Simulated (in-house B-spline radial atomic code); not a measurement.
**RPA and G0W0 on PBE0: neutral palladium**

Configuration [Kr] 4d10, mean-field start PBE0. Computed with a B-spline radial code for spherical atoms: all electrons, non-relativistic, point nucleus, each spin shell either full or empty, empty states to l = 9 with an (l + 1/2)⁻⁴ tail; G0W0 by contour deformation at full frequency.

Without relativity these are model numbers: it shifts the levels of so heavy an element strongly and can reorder them.

Command:
```bash
python run_gw.py task.json out
```
Settings (radii: box in bohr, nucleus in fm):
```
Z                        46
electrons                46
configuration            [Kr] 4d10
hamiltonian              nr
method                   pbe0
lmax                     9
spin_polarised           False
box_radius               40
intervals                57
```

Run time, properties included: 2.3 s on 1 thread of Arm Neoverse V2 (shared host).

Energies (hartree):

```json
{"term": "mean-field total", "value": "-4939.92300"}
{"term": "Hartree-Fock functional on these orbitals", "value": "-4937.90288"}
{"term": "direct second order", "value": "-4.0144"}
{"term": "second-order exchange", "value": "1.1043"}
{"term": "SOSEX correction", "value": "1.0134"}
```

Question: What is the RPA correlation energy, and what remains with SOSEX?

Answer: RPA gives -3.4496 hartree (-2.04 eV per electron); RPA + SOSEX gives -2.4362, and the second-order doubles -2.91 hartree (no singles). SOSEX takes back 29 % of the RPA value.

Quasi-particle levels (eV):

| level | occupied | mean field | Σx - vxc | Σc | QP weight | G0W0 |
| --- | --- | --- | --- | --- | --- | --- |
| 4d | yes | -5.509 | -4.16 | ? | ? | ? |
| 5s | no | -1.803 | 2.93 | -1.41 | 0.937 | -0.283 |

G0W0 = mean field + (Σx - vxc) + Σc, with Σc (partial-wave tail included) taken at the quasi-particle energy. Only the outer levels were computed. Levels of low weight are left out.

Question: Where does G0W0 put 4d?

Answer: At -8.440 eV, with Σc = 1.23 eV and a quasi-particle weight of 0.752. The tabulated removal energy is 8.337 eV (NIST, measured); the calculation leaves out relativity, Breit and QED terms, and what these don't explain is the method's own error.
